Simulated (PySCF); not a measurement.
C₅H₁₆FNSi₂.
Structure used (GFN2-xTB), in Å, numbered top down from 1:
```
atom  x, y, z in Å
C1    -3.473    1.073   -0.064
N2    -2.424    0.146    0.284
C3    -2.951   -1.152    0.639
Si4   -0.842    0.373   -0.343
C5     0.326   -0.733    0.700
F6     0.349   -2.013    0.135
C7     1.757   -0.228    0.811
C8     2.409    0.033   -0.542
Si9    4.241    0.513   -0.391
H10   -4.024    0.746   -0.953
H11   -4.181    1.158    0.764
H12   -3.045    2.051   -0.265
H13   -3.590   -1.060    1.523
H14   -2.142   -1.840    0.861
H15   -3.553   -1.576   -0.173
H16   -0.532    1.785   -0.096
H17   -0.645    0.030   -1.761
H18   -0.073   -0.886    1.711
H19    1.737    0.689    1.402
H20    2.347   -0.969    1.360
H21    2.307   -0.864   -1.155
H22    1.858    0.825   -1.054
H23    4.780    0.804   -1.721
H24    4.360    1.703    0.456
H25    4.994   -0.585    0.219
```

Computed at PBE0/pcSseg-1 (PySCF, non-relativistic), with Q(14N) = 0.02044 b: N2, 14N (I = 1): χzz = -5.376 MHz, η = 0.349.

Q: Find the zero-field quadrupole resonance frequencies of 14N at N2.

A: From ν± = (3/4)|χ|(1 ± η/3) and ν0 = |χ|η/2: ν+ 4.501 MHz, ν− 3.564 MHz, ν0 0.937 MHz (silicon-bound nitrogen).

In a crystal, neighbours and librations shift these lines. One conformer (not necessarily the lowest) at the GFN2-xTB geometry, without solvent, vibrations or thermal averaging. GFN2-xTB bond lengths can be off by several hundredths of an ångström, more for odd bonds, and the gradients follow them. The small basis limits the accuracy of the gradients.
